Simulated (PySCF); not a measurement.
**Worked example: oscillator strength and radiative lifetime**

C₄H₁₀BN, SMILES N(B(C)C=C)C.

The structure is a stationary point at B3LYP-D3(BJ)/def2-SVP. The structure was generated by enumeration, and PubChem lists no compound with its InChIKey, so it may never have been made. Other conformers were not sampled.

TDDFT-PBE/def2-SVPD (PySCF 2.14.0) puts the first singlet state with f over 0.02 at 5.19 eV (vertical), with the transition dipole (-0.651, 0.074, 0.238) in atomic units.

Q: Find the oscillator strength, the wavelength and the radiative lifetime that this transition would have in vacuum if emission retraced absorption.

A: 
|μ|² = 0.4859 au, so |μ| = 1.77 D. ΔE = 5.19/27.211 = 0.1907 hartree. f = (2/3) ΔE |μ|² = 0.062 (the program prints 0.062).
λ = 1239.84/5.19 = 239 nm; ν = 41860 cm⁻¹.
Einstein's coefficient A = 0.6670 ν² f s⁻¹ (ν in cm⁻¹) = 7.2e7 s⁻¹, so τ = 1/A = 14 ns. This state is S1. The figure is the radiative limit of this one transition; relaxation, internal conversion, crossing to triplets and a medium change what is measured.
